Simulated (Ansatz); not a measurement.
Compare A (`C[N](C)[GeH]`) with its isomer B (`C[CH2][Ge][NH2]`).

Calculated with Ansatz (gas phase, PBE0-D4/def2-TZVP geometries, no zero-point term in ΔE). CCSD(T)/CBS is the MP2 limit (def2-TZVPP, def2-QZVPP) plus CCSD(T) − MP2 in def2-TZVPP, frozen cores. DFT in def2-TZVPP. B3LYP here is the variant with VWN-RPA as its local correlation; programs differ in this. For Ge outer-core shells are correlated without core-valence functions, which leaves a few kJ/mol of doubt a bond. Scalar relativity is left out up to krypton. One conformer a species, not always the lowest.

(1) Which is lower in electronic energy at CCSD(T)/CBS, and by how much? (Estimate.)

(2) Give E(B) − E(A) in kJ/mol with PBE-D4, BLYP-D4, ωB97M-V, LDA (SPW92), CCSD/def2-TZVPP, CCSD(T)/def2-SVP, B3LYP. (Best estimate.)

(3) Does the order hold for the free energy at 298.15 K (harmonic terms from PBE0-D4)? (Estimate.)

Largest T1 diagnostic: 0.016.

Answers

(1) The calculation gave: B, by 79.4 kJ/mol.

(2) Computed: PBE-D4 -70.0, BLYP-D4 -66.4, ωB97M-V -78.0, LDA (SPW92) -61.4, CCSD/def2-TZVPP -76.6, CCSD(T)/def2-SVP -48.9, B3LYP -72.2. None reverses the order clearly.

(3) The calculation gave: Yes: G(B) − G(A) = -80.2 kJ/mol, for one conformer each. Modes under 60 cm⁻¹, often nearly free rotors, make the harmonic entropy too high.

Leaving LDA and LC-ωPBE aside and taking each functional with its dispersion term where it has one, the values spread over 11.7 kJ/mol, from ωB97M-V to BLYP-D4. LDA lies +9.8 kJ/mol from PBE without D4. At CCSD(T), def2-SVP lies +30.5 kJ/mol from the extrapolated value and def2-TZVPP +4.9 kJ/mol.
